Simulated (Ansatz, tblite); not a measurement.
Cost and result up the ladder for Si₅Te₃ (8 atoms). The state is a singlet with charge 0. Geometry: PBE-D4/def2-SVP.

```csv
atom,x (Å),y (Å),z (Å)
Si1,0.871,0.127,-2.061
Si2,1.138,-1.801,-0.290
Si3,-1.267,1.500,1.337
Si4,-2.125,-0.645,0.843
Si5,2.071,0.526,0.246
Te6,0.247,-0.579,2.085
Te7,0.269,2.274,-0.656
Te8,-1.204,-1.401,-1.504
```

Ansatz on 4 threads of Arm Neoverse V1 on a shared host; xTB runs through tblite on one thread. Times are rough, summed over both states, and most runs start from the orbitals of an earlier one. B2PLYP/def2-TZVP serves as the yardstick here, not as an exact answer. The other state is a doublet.

In the def2 sets Te takes a core potential; there is no spin–orbit coupling. The xTB rows come from tblite. Correlated methods freeze 37 core orbitals; core or outer-core shells of Te are correlated, in sets that lack core-valence functions. The structure comes from a short search, and lower isomers may exist.

Raw xTB energies of ions are shifted by several eV.

```
                         level  functions  wall time  vertical IE (eV)  difference from B2PLYP/def2-TZVP (eV)
                      GFN1-xTB         72    0.031 s              9.90                                   2.83
                      GFN2-xTB         72    0.054 s              8.98                                   1.91
PBE-D4/def2-TZVP (with forces)        335       33 s              7.04                                  -0.03
              B2PLYP/def2-TZVP        335    1.8 min              7.07                                   0.00
             PBE0-D4/def2-TZVP        335    1.9 min              7.11                                   0.04
```
